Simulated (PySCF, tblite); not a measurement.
Isomers of C7H11F. Level: GFN2-xTB in tblite, geometry and Hessian alike; calculated harmonic values, unscaled, isolated species. Against measured fundamentals such values can be off by several per cent, at times by over 20. One conformer each.

Electronic energies: PBE0/pcSseg-1 single points on the GFN2-xTB geometries (PySCF, gas phase).

| SMILES | electronic energy, lowest = 0 (kJ/mol) |
| --- | --- |
| CC[C@@H](F)[C@H]1C=CC1 | 123.4 |
| CC[C@]1(CF)[C@@H]2C[C@@H]21 | 193.7 |
| C[C@@H]1C=CCC[C@H]1F | 0.0 |

Problem. How do GFN2-xTB zero-point energies change the relative energies?

Solution. 
```tsv
SMILES	ZPE (kJ/mol)	of it from modes above 1550 cm⁻¹	electronic (kJ/mol)	with ZPE, lowest = 0 (kJ/mol)	lowest mode (cm⁻¹)	rings
C[C@@H]1C=CCC[C@H]1F	428.2	207.4	0.0	0.0	81	1
CC[C@@H](F)[C@H]1C=CC1	422.9	208.6	123.4	118.0	64	1
CC[C@]1(CF)[C@@H]2C[C@@H]21	422.7	199.9	193.7	188.1	64	2
```

The zero-point energies span 5.5 kJ/mol, from `CC[C@]1(CF)[C@@H]2C[C@@H]21` to `C[C@@H]1C=CCC[C@H]1F`. The order is unchanged.

Problem. And how do the electronic energies of GFN2-xTB itself compare?

Solution. `C[C@@H]1C=CCC[C@H]1F` 0.0; `CC[C@@H](F)[C@H]1C=CC1` 118.6; `CC[C@]1(CF)[C@@H]2C[C@@H]21` 181.0 kJ/mol, lowest = 0. Against the energies above, taken from the same isomer `C[C@@H]1C=CCC[C@H]1F`, the largest difference is 12.7 kJ/mol.

Problem. What do entropy and thermal enthalpy add at 298.15 K and 1 bar (rigid rotor, harmonic oscillator, one conformer each)?

Solution. 
```csv
SMILES,point group,symmetry number,S (J/(mol K)),H − H(0) (kJ/mol),ZPE + H − H(0) − TS (kJ/mol)
C[C@@H]1C=CCC[C@H]1F,C1,1,359.9,23.06,344.0
CC[C@@H](F)[C@H]1C=CC1,C1,1,382.0,25.18,334.2
CC[C@]1(CF)[C@@H]2C[C@@H]21,C1,1,379.0,25.00,334.6
```
